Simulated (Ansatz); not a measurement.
`[CH3][Ga]([NH2])[CH2]F` + CH₄ → `[CH3][Ga]([CH3])[NH2]` + `CF`  (formal exchange of groups at a Ga–C bond)

Program: Ansatz. Geometries: PBE0-D4/def2-TZVP. ΔE: electronic, gas phase. CCSD(T)/CBS adds triple-zeta CCSD(T) − MP2 to the extrapolated MP2 energy (def2 sets, frozen cores). This one scheme is used for every species. Functionals use def2-TZVPP. For Ga outer-core shells are correlated without core-valence functions, which leaves a few kJ/mol of doubt a bond. Scalar relativity is left out up to krypton. One conformer a species, not always the lowest.

```csv
level,ΔE (kJ/mol),difference from CCSD(T)/CBS
PBE-D4,-7.8,6.3
ωB97M-V,-10.5,3.6
PBE,-8.2,5.9
HF/def2-TZVPP,-16.7,-2.6
MP2/def2-TZVPP,-16.6,-2.5
SCS-MP2/def2-TZVPP,-15.8,-1.7
HF/def2-QZVPP,-17.0,-2.9
SCS-MP2/def2-QZVPP,-15.7,-1.6
MP2/CBS(def2),-16.3,-2.2
CCSD/CBS(def2),-14.6,-0.5
CCSD(T)/CBS,-14.1,0
```

Largest T1 diagnostic among the species: 0.012.

From PBE to PBE0 (25 % exact exchange), in def2-TZVPP and without D4, ΔE moves by −3.7 kJ/mol.
